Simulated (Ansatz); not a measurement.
A structure relaxed at PBE-D4/def2-SVP in Ansatz, charge 0, singlet:

```
atom   x (Å)   y (Å)   z (Å)
 Al1  -0.938  -0.295   2.350
 Al2  -0.997  -1.444  -1.847
 Al3   2.459   0.635  -0.208
  P4   0.871   1.152   1.574
  P5   0.821   0.183  -1.963
  P6  -2.041  -0.599   0.193
  H7  -1.902   0.544   3.317
  H8  -0.271  -1.700   2.726
  H9  -1.991  -1.208  -3.082
 H10  -0.331  -2.850  -1.473
 H11   3.276   1.961  -0.583
 H12   3.127  -0.770   0.167
 H13   0.339   2.461   1.343
 H14   1.654   1.470   2.730
 H15   0.285   1.431  -2.417
 H16   1.572  -0.137  -3.140
 H17  -2.755   0.600  -0.127
 H18  -3.178  -1.435   0.437
```

(1) Give its formula and point group.

(2) Summarise the bond lengths by kind (pairs closer than 1.2 times the sum of covalent radii, bridged metal pairs left out).

## Answers

(1) Al₃P₃H₁₂, a cluster cut from zinc blende AlP (hydrogen-capped). Point group C3v (tolerance 0.1 Å).

(2) 6 × Al–P 2.44 Å; 6 × Al–H 1.60 Å; 6 × H–P 1.43 Å.
